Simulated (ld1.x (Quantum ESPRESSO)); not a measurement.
# Before and after: TM potential for silicon (Si)

silicon (Si), norm-conserving Troullier–Martins (Kleinman–Bylander form), made with ld1.x (Quantum ESPRESSO) 7.5 (LDA (PZ), scalar-relativistic). Core [Ne], reference 3s2 3p2. Waves: 3s (bound): rc 1.85 bohr; 3p (bound): rc 2.40 bohr; 3d channel at 0.25 Ry: rc 2.60 bohr. Local part: all-electron potential smoothed inside 1.75 bohr (lloc = -2). Core correction: Bessel-smoothed model core inside 1.15 bohr.

Change: core correction Bessel-smoothed model core inside 1.44 bohr.

Cutoffs: the cutoffs (Ry, on a coarse ladder) from which the occupation-weighted sum of valence levels, in a spherical-Bessel basis at the reference potential, stays within 10 and 1 mRy of its value at 400 Ry; they do not see the model core or the augmentation charge, which bear on the density cutoff. Errors are all-electron minus pseudo energies relative to the spin-unpolarised reference configuration.

**Question.** How do hardness, ghosts and transferability respond?

**Answer.** The potential gets neither clearly harder nor softer (15 Ry and 35 Ry → 15 Ry and 35 Ry); of the 9 tests that both files solve, the error grows in 2 and shrinks in 1 by more than 15 % and 0.3 meV (median size 3.6 → 2.8 meV); neither file shows a bound ghost. A wider model core is smoother and lowers the density cutoff, which this test does not measure.

| quantity | base | changed |
| --- | --- | --- |
| cutoff, loose | 15 Ry | 15 Ry |
| cutoff, tight | 35 Ry | 35 Ry |
| bound ghosts | none | none |
| error for 3s2 3p1, meV [ΔE 7.83 eV] | +2.7 | +2.8 |
| error for 3s2 3p0, meV [ΔE 23.94 eV] | +19 | +20 |
| error for 3s1 3p0, meV [ΔE 58.09 eV] | +58 | +65 |
| error for 3s0 3p4, meV [ΔE 13.78 eV] | -3.6 | -2.5 |
| error for 3s2 3p1.5, meV [ΔE 2.96 eV] | +0.4 | +0.4 |
| error for 3s1 3p3, meV [ΔE 6.81 eV] | -0.8 | -0.6 |
| error for 3s2 3p2.3, meV [ΔE -0.96 eV] | +0.1 | +0.1 |
| error for 3s2 3p2 (spin-polarised), meV [ΔE -0.61 eV] | +4.5 | +6.5 |
| error for 3s2 3p1 (spin-polarised), meV [ΔE 7.62 eV] | +4.3 | +5.2 |
| s: phases at 2.83 bohr within 0.05 rad from the reference energy up to (Ry; the scan ends near 5) | 1.4 | 1.4 |
| p: phases at 2.83 bohr within 0.05 rad from the reference energy up to (Ry; the scan ends near 5) | 2.1 | 2.1 |
| d: phases at 2.83 bohr within 0.05 rad from the reference energy up to (Ry; the scan ends near 5) | 2.8 | 2.8 |
